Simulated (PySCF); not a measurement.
## Levels along the 19-electron series

One electron added to the closed shell [Ar]: EOM-EA-CCSD calculated with PySCF 2.14, two-component X2C-1e with screened spin-orbit coupling, each ion in its own even-tempered basis, [Ne] frozen, the virtual space cut to natural spinors and corrected at second order; no Breit or QED terms. Binding energy of 3d3/2 and energies of the other levels above it, in eV.

| ion | 3d3/2 binding | 3d5/2 − 3d3/2 | 4s1/2 − 3d3/2 | NIST ionisation energy |
| --- | --- | --- | --- | --- |
| Tb⁴⁶⁺ | 3809.9 | 40.957 | 1544.5 | 3814 ± 4 (t) |
| Ho⁴⁸⁺ | 4126.5 | 47.341 | 1670.4 | 4131 ± 4 (t) |
| Er⁴⁹⁺ | 4289.7 | 50.850 | 1734.9 | 4294 ± 4 (t) |
| Tm⁵⁰⁺ | 4456.1 | 54.496 | 1799.4 | 4461 ± 4 (t) |
| Yb⁵¹⁺ | 4625.8 | 58.385 | 1865.9 | 4630 ± 4 (t) |
| Lu⁵²⁺ | 4798.5 | 62.425 | 1933.3 | 4803 ± 4 (t) |
| Hf⁵³⁺ | 4974.8 | 66.725 | 2001.7 | 4980 ± 5 (t) |
| Ta⁵⁴⁺ | 5154.2 | 71.185 | 2071.0 | 5159 ± 5 (t) |
| W⁵⁵⁺ | 5336.9 | 75.926 | 2141.2 | 5348 ± 4 (s) |

Problem. Estimate the missing row, Dy⁴⁷⁺.

Solution. The calculation gives 3d3/2 binding 3966.6; 3d5/2 − 3d3/2 44.063; 4s1/2 − 3d3/2 1607.0. The NIST ionisation energy is 3970 ± 4 (t).

Each ion has its own basis, which adds noise of up to about 0.1 % of the binding energies along the series.

NIST values marked (s) are semi-empirical, (t) theoretical.
